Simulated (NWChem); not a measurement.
# Dipole moment of iminoborane (H2BN)

```xyz
4

B      0.0000     0.0000    -0.7011
N      0.0000     0.0000     0.5488
H      0.0000     0.0000    -1.8910
H      0.0000     0.0000     1.5544
```
Charge 0, spin multiplicity 1.

All runs are NWChem calculations. Structure: optimised with PBE/def2-SVP, a minimum by its harmonic frequencies.

Basis set: def2-SVPD. The CCSD dipole comes from the Λ equations, without orbital relaxation.

The correlated methods keep 2 core orbitals frozen. B3LYP has NWChem's definition, with VWN1-RPA local correlation. No row is a measurement; the coupled-cluster row has its own basis-set and correlation limits.

Task: For the dipole moment, HF gives 0.46 D and PBE gives 0.10 D. What do B3LYP, PBE0 give?

Result: B3LYP: 0.06 D; PBE0: 0.06 D.
